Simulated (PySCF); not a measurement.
Ionisation energy of Fe²⁺ by level of theory

Fe²⁺ [Ar] 3d6 (5D) → Fe³⁺ [Ar] 3d5 (6S), as a difference of total energies. Calculation: PySCF 2.14, in x2c-TZVPPall; the spin-free X2C one-electron Hamiltonian (Gaussian nucleus). Correlated levels: valence: [Ar] frozen; valence and next inner shell: [Ne] frozen. The calculations carry no spin-orbit coupling.

```
                            method  ionisation energy (eV)
                               UHF                  28.308
                               LDA                  31.630
                               PBE                  31.451
                              PBE0                  30.968
                            r2SCAN                  30.766
                              MN15                  31.128
                             TPSSh                  31.179
                             wB97X                  30.886
                             HSE06                  30.998
                     MP2 (valence)                  29.869
MP2 (valence and next inner shell)                  30.384
```

Q: Estimate what SCS-MP2 (valence and next inner shell) gives.

A: 30.350 eV, closest to MP2 (valence and next inner shell) among the rows shown.

Q: Estimate what SCS-MP2 (valence) gives.

A: 30.043 eV, closest to MP2 (valence) among the rows shown.

A first-order spin-orbit estimate (lowest level to lowest level, LS coupling) adds 0.053 eV.

Errors of the correlated levels include the incompleteness of this basis and the frozen core.

For comparison: 30.651 ± 0.012 eV (measured; NIST Atomic Spectra Database, ionization energies).
